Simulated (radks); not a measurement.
Spherical quantum dot in the effective-mass picture: electrons in a parabolic well V = omega^2 r^2 / 2 with omega = 0.225, with a point charge +2 (a donor) at the centre, all in effective atomic units (hartree* = m*/eps^2 hartree, bohr* = eps/m* bohr), one dielectric constant everywhere. Calculated with a radial shooting solver with Libxc functionals: non-relativistic Kohn-Sham, r2SCAN, spin-polarised, spherical densities, generalised Kohn-Sham scheme. Levels are named by radial order and angular momentum (1s, 1p, 1d, 2s, ...), and open shells are averaged over m. Each electron was tried in the lowest free levels, single moves between levels near the top were tried too, and the lowest total energy was kept; such a search can miss a lower state. At N = 1 the Hartree and exchange-correlation terms need not cancel, so that row can carry a self-interaction error.

| N | open shells | 2S | mu = E(N) - E(N-1) (hartree*) | addition energy mu(N+1) - mu(N) (hartree*) | e(HOMO) (hartree*) | rms radius (bohr*) |
|---|---|---|---|---|---|---|
| 1 | 1s(up 1, down 0) | 1 | -1.9812 | 1.116 | -1.5640 | 0.8583 |
| 2 | none | 0 | -0.86501 | 1.373 | -0.55363 | 1.054 |
| 3 | 2s(up 1, down 0) | 1 | 0.50773 | 0.2396 | 0.59997 | 2.146 |
| 4 | 1p(up 1, down 0) 2s(up 1, down 0) | 2 | 0.74736 | 0.2274 | 0.86186 | 2.565 |
| 5 | 1p(up 2, down 0) 2s(up 1, down 0) | 3 | 0.97477 | 0.2199 | 1.0863 | 2.873 |
| 6 | 1p(up 3, down 0) 2s(up 1, down 0) | 4 | 1.1947 | 0.2578 | 1.3014 | 3.130 |
| 7 | 1p(up 3, down 0) | 3 | 1.4525 | 0.2178 | 1.5381 | 3.394 |
| 8 | 1p(up 3, down 1) | 2 | 1.6703 | 0.1746 | 1.7573 | 3.606 |
| 9 | 1p(up 3, down 2) | 1 | 1.8449 | 0.1741 | 1.9323 | 3.795 |
| 10 | none | 0 | 2.0190 | 0.3012 | 2.1051 | 3.967 |
| 11 | 1d(up 1, down 0) | 1 | 2.3202 | 0.1525 | 2.3964 | 4.162 |
| 12 | 1d(up 2, down 0) | 2 | 2.4727 | 0.1516 | 2.5487 | 4.336 |
| 13 | 1d(up 3, down 0) | 3 | 2.6243 | 0.1499 | 2.6996 | 4.493 |
| 14 | 1d(up 4, down 0) | 4 | 2.7741 | 0.1477 | 2.8484 | 4.638 |
| 15 | 1d(up 5, down 0) | 5 | 2.9219 | 0.1967 | 2.9950 | 4.773 |
| 16 | 1d(up 5, down 1) | 4 | 3.1186 | 0.1349 | 3.1859 | 4.904 |
| 17 | 1d(up 5, down 2) | 3 | 3.2534 | 0.1352 | 3.3211 | 5.027 |
| 18 | 1d(up 5, down 3) | 2 | 3.3887 | 0.1347 | 3.4561 | 5.142 |
| 19 | 1d(up 5, down 4) | 1 | 3.5233 | 0.1337 | 3.5904 | 5.252 |
| 20 | none | 0 | 3.6570 | 0.2363 | 3.7234 | 5.357 |
| 21 | 1f(up 1, down 0) | 1 | 3.8933 | 0.1245 | 3.9557 | 5.469 |
| 22 | 1f(up 2, down 0) | 2 | 4.0179 | 0.1239 | 4.0799 | 5.575 |
| 23 | 1f(up 3, down 0) | 3 | 4.1418 | 0.1231 | 4.2035 | 5.676 |
| 24 | 1f(up 4, down 0) | 4 | 4.2649 | 0.1222 | 4.3262 | 5.772 |
| 25 | 1f(up 5, down 0) | 5 | 4.3871 | 0.1212 | 4.4479 | 5.865 |
| 26 | 1f(up 6, down 0) | 6 | 4.5083 | 0.1201 | 4.5685 | 5.954 |
| 27 | 1f(up 7, down 0) | 7 | 4.6284 | 0.1315 | 4.6881 | 6.040 |
| 28 | 1f(up 7, down 0) 3s(up 1, down 0) | 8 | 4.7599 | 0.1375 | 4.8117 | 6.125 |
| 29 | 1f(up 7, down 0) 2p(up 1, down 0) 3s(up 1, down 0) | 9 | 4.8974 | 0.1157 | 4.9548 | 6.207 |
| 30 | 1f(up 7, down 0) 2p(up 2, down 0) 3s(up 1, down 0) | 10 | 5.0131 | 0.1175 | 5.0717 | 6.286 |
| 31 | 1f(up 7, down 0) 2p(up 3, down 0) 3s(up 1, down 0) | 11 | 5.1306 | 0.1256 | 5.1896 | 6.362 |
| 32 | 1f(up 7, down 1) 2p(up 3, down 0) 3s(up 1, down 0) | 10 | 5.2562 | 0.1102 | 5.3113 | 6.438 |
| 33 | 1f(up 7, down 2) 2p(up 3, down 0) 3s(up 1, down 0) | 9 | 5.3663 | 0.1099 | 5.4213 | 6.511 |
| 34 | 1f(up 7, down 3) 2p(up 3, down 0) 3s(up 1, down 0) | 8 | 5.4762 | 0.1095 | 5.5311 | 6.582 |
| 35 | 1f(up 7, down 4) 2p(up 3, down 0) 3s(up 1, down 0) | 7 | 5.5858 | 0.09885 | 5.6404 | 6.651 |
| 36 | none | 0 | 5.6846 | 0.1258 | 5.7445 | 6.720 |
| 37 | 2p(up 2, down 0) 3s(up 1, down 0) | 3 | 5.8104 | 0.1037 | 5.8587 | 6.785 |
| 38 | 2p(up 3, down 0) 3s(up 1, down 0) | 4 | 5.9141 | 0.1391 | 5.9694 | 6.850 |
| 39 | 2p(up 3, down 0) | 3 | 6.0531 | 0.1274 | 6.1015 | 6.915 |
| 40 | 2p(up 3, down 1) | 2 | 6.1806 | 0.1025 | 6.2314 | 6.979 |
| 41 | 2p(up 3, down 2) | 1 | 6.2831 | 0.1040 | 6.3349 | 7.041 |
| 42 | none | 0 | 6.3871 | - | 6.4393 | 7.102 |

All shells are closed at N = 2, 10, 20, 36, 42 (there: 1s2 1p6 1d10 2s2 1f14 2p6 3s2); the second difference of the energy has clear peaks (12 % above both neighbours; the first and last values, which can be the largest, are not judged, and half-filled shells can peak too) at N = 2, 6, 10, 15, 20, 36.
